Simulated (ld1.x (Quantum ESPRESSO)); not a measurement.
sulfur (S): what ld1.x (Quantum ESPRESSO) 7.5 does with a changed input

Command:

```bash
ld1.x < S.in > S.out
```

Input:

```
&input
   title='S', zed=16., rel=1, dft='PZ', iswitch=3,
   config='[Ne] 3s2 3p4 3d-2',
   nld=3, rlderiv=0.80, eminld=-17.0, emaxld=5.0, deld=0.04
 /
 &inputp
   pseudotype=2, tm=.true., lloc=2,
   nlcc=.true., new_core_ps=.true.,
   file_pseudopw='S.UPF', file_wfcaegen='ae.wfc', file_wfcncgen='nc.wfc', file_beta='beta', file_chi='chi'
 /
3
2S  1  0   2.00   0.00  0.70  0.70  0.0
2P  2  1   6.00   0.00  0.40  0.40  0.0
3D  3  2  -2.00   0.45  0.70  0.70  0.0
 &test
   configts(1)='2p6 3s2 3p4'
 /
```

Output (end):

```

     s(1S/1S) =  1.000000  <r> =   0.0972  <r2> =    0.0127  r(max) =   0.0633
     s(2S/2S) =  1.000000  <r> =   0.4810  <r2> =    0.2755  r(max) =   0.3877
     s(2P/2P) =  1.000000  <r> =   0.4434  <r2> =    0.2461  r(max) =   0.3254
     s(3S/3S) =  1.000000  <r> =   1.6939  <r2> =    3.3474  r(max) =   1.4048
     s(3P/3P) =  1.000000  <r> =   2.0725  <r2> =    5.1850  r(max) =   1.5919

     ------------------------ End of All-electron run ------------------------

     --------------------- Generating NC pseudopotential ---------------------

      Generating local pot.: lloc=2, matching radius rcloc =   0.7000

      Computing core charge for nlcc:

       r > 0.13 : true rho core
      Core charge pseudized with two Bessel functions
      Integrated core pseudo-charge :   7.64

      Wfc   2S  rcut= 0.706  Using Troullier-Martins method

      Wfc   2P  rcut= 0.397  Using Troullier-Martins method

       Warning: n=1, l=0 expected 0 nodes, found 1
       Setting wfc to zero for this iteration
       (This warning will only be printed once per wavefunction)

     ------------------- End of pseudopotential generation -------------------

     Computing logarithmic derivative in   0.79547

       Warning: n=2, l=1 expected 0 nodes, found 1
       Setting wfc to zero for this iteration
       (This warning will only be printed once per wavefunction)

       Warning: n=3, l=1 expected 1 nodes, found 0
       Setting wfc to zero for this iteration
       (This warning will only be printed once per wavefunction)

 %%%%%%%%%%%%%%%%%%%%%%%%%%%%%%%%%%%%%%%%%%%%%%%%%%%%%%%%%%%%%%%%%%%%%%%%%%%%%%
     Error in routine run_pseudo (1):
     Errors in PS-KS equation
 %%%%%%%%%%%%%%%%%%%%%%%%%%%%%%%%%%%%%%%%%%%%%%%%%%%%%%%%%%%%%%%%%%%%%%%%%%%%%%

     stopping ...
```

**Question.** This input was made by a single change from one that runs to its end. What was changed?

**Answer.** The change: 2s left out of the test configuration. The program stops in the test that follows the generation: "run_pseudo: Errors in PS-KS equation".
